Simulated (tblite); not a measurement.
Q: Give a GFN2-xTB geometry of `[H]/N=C(/C#N)c1[c]ncs1` [radical]. (Doublet state.)

A: 
```xyz
11
C5H2N3S angstrom
N     -1.7041    2.8365    0.1806
C     -1.5987    1.7015    0.0901
C     -1.4168    0.2839   -0.0213
N     -2.4422   -0.4602   -0.0377
C     -0.0374   -0.1516   -0.1031
C      0.4688   -1.3983   -0.2071
N      1.7649   -1.5582   -0.2613
C      2.3902   -0.4252   -0.2032
S      1.3661    0.9610   -0.0735
H     -2.2441   -1.4553   -0.1182
H      3.4588   -0.3314   -0.2313
```

Any rigid rotation of these coordinates is as good. Atoms count from 1 in this order. Of the pairs four or more bonds apart, C6···H10 is among the closest relative to their van der Waals radii: 2.71 Å, 94 % of the sum of Bondi's values. The 5-membered ring C5–C6–N7–C8–S9 has internal angles of 88.0° to 119.2° (sum 540°, against 540° for a flat polygon); it is planar, 0.00 Å rms from its mean plane, widest ring torsion 0°. The 2 C–S bonds span 1.728 Å (C8–S9, aromatic) to 1.791 Å (C5–S9, aromatic), a spread of 0.063 Å. C8 (carbon bonded to N, S and H) is planar (angles 123.8°, 121.5° and 114.8°, sum 360.0°, 0.00 Å off the plane of its three neighbours).

Bonds between heavy atoms (Å): N1≡C2 1.144, C2–C3 1.434, C3=N4 1.267, C3–C5 1.449, C5–C6 1.350, C6–N7 1.307, N7–C8 1.295, C8–S9 1.728, C5–S9 1.791.

The geometry is computed with GFN2-xTB (gas phase). This method treats the open shell by occupation alone, without spin polarisation.

Point group: Cs (tolerance 0.08 Å). Its GFN2-xTB frequencies are all real (lowest 50 cm⁻¹). Torsions: C2–C3–C5–C6 180°. 3 starts were optimised and ended at 0.00, 0.38 and 0.38 kcal/mol (GFN2-xTB); the lowest of these is shown.

Time: 1.2 s wall. Hardware: one thread of an Intel Xeon at 2.50 GHz, shared host with 64 logical CPUs at a one-minute load of 59. That covers the optimisation of the geometry.

One conformer stands for the species.
